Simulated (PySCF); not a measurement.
NMR data simulated for an unnamed compound:

¹H NMR (500 MHz, computed): δ 6.21 (t, 1H), 5.10 (sept, 1H), 3.47 (m, 2H), 2.87 (m, 2H), 0.30 (d, 6H).

¹³C{¹H} NMR (computed): δ 135.7 (CH), 46.8 (CH2), 36.1 (CH2), -2.2 (CH3).

Method: σ from GIAO-PBE0/pcSseg-1, GFN2-xTB geometry, in PySCF (fast rotation and ring inversion assumed for equivalent nuclei, non-relativistic, one conformer, isolated molecule).

References, each an isolated molecule treated in the same way: ¹H (σ = 31.72 ppm), ¹³C (σ = 186.93 ppm) against TMS.

Task: Which of these does the molecule contain: a Si–CH3 group, an OH group, a benzene ring, a Si–H bond, a ketone?

Result: 
- A Si–CH3 group: yes (δC -2.2; δH 0.30 (d)).
- An OH group: no.
- A benzene ring: no.
- A Si–H bond: yes (δH 5.10 (sept)).
- A ketone: no.

The data belong to `C[SiH](C)N1CCC=N1`, C5H12N2Si; they needn't prove each group on their own.

Carbon signals by region: 1 in the sp2 and nitrile region (100–160 ppm), 3 below 50 ppm.

Shifts are as computed. Against solution values, carbons near 30 ppm lie about +3 ppm off and those near 130 ppm about +5 ppm. Of 1211 compounds with measured shifts, 218 miss one by over three times the rms of a fit or turn the order of signals round; such compounds aren't used in these exercises. Multiplicities follow the n + 1 count of equivalent neighbours, as no J values were calculated; m marks all less simple cases, F and P coupling included.
